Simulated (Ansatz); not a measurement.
Geometry optimisation, RHF/def2-SVP (Ansatz 0.2.0).

Input file:

```yaml
crystal:
  periodic: [false, false, false]
  atoms:
    - { symbol: Ga, position_ang: [0.0, 0.0, 0.0] }
    - { symbol: H, position_ang: [0.0, 0.0, 1.92] }
    - { symbol: H, position_ang: [1.3596, 0.0, -0.785] }
    - { symbol: H, position_ang: [-1.3596, 0.0, -0.785] }
    - { symbol: Si, position_ang: [0.1099, -2.4934, 0.8293] }
    - { symbol: H, position_ang: [-0.68, -3.3385, -0.0614] }
    - { symbol: H, position_ang: [1.4976, -2.9474, 0.826] }
    - { symbol: H, position_ang: [-0.4266, -2.5804, 2.1843] }
    - { symbol: H, position_ang: [0.043, -0.9746, 1.9843] }
basis:
  gaussian: { orbitals: def2-SVP }
hamiltonian:
  xc: hf
relax:
  f_tol: 0.15
  max_steps: 25
  restrain:
    - { distance: [0, 4], at: 2.33, k: 30.0 }
    - { distance: [8, 1], at: 0.66, k: 30.0 }
    - { distance: [0, 1], at: 2.77, k: 30.0 }
    - { distance: [8, 4], at: 2.66, k: 30.0 }
output:
  orbitals: {}
```

Run as:

```bash
$ ansatz run input.yaml --threads 1 --pin off --max-ram 2048MiB --backend cpu --events-out ev --progress --plain --runs-dir out
```

Q: Where does it end, and by what steps?

A: The run converged. The restraints hold the end off the free minimum. After 9 steps the energy has fallen by 3.008 eV (the restraints' own energy left out); H8 moved furthest, 0.70 Å. Joined: H2–H9 (0.98 → 0.71 Å).

| step | energy less start (eV) | largest force component (eV/Å) | accepted |
| --- | --- | --- | --- |
| 0 | 0.0000 | 3.661 | yes |
| 1 | -1.2828 | 3.433 | yes |
| 2 | -1.9182 | 3.791 | yes |
| 3 | -2.5445 | 3.908 | yes |
| 4 | -2.8980 | 1.806 | yes |
| 5 | -2.9715 | 1.562 | yes |
| 6 | -2.9972 | 1.575 | yes |
| 7 | -3.0300 | 1.089 | no |
| 8 | -3.0049 | 1.573 | yes |
| 9 | -3.0076 | 1.510 | yes |

```xyz
9
Properties=species:S:1:pos:R:3
Ga -0.084 -0.512 -0.368
H 0.383 0.206 2.267
H 1.209 0.217 -0.900
H -1.466 0.244 -0.500
Si 0.022 -2.637 0.655
H -0.264 -3.756 -0.289
H 1.373 -2.877 1.249
H -0.974 -2.715 1.766
H 0.346 -0.505 2.232
```

Time of the run: 17 s on 1 thread of Arm Neoverse V1, on a shared host, peak memory 0.16 GiB.
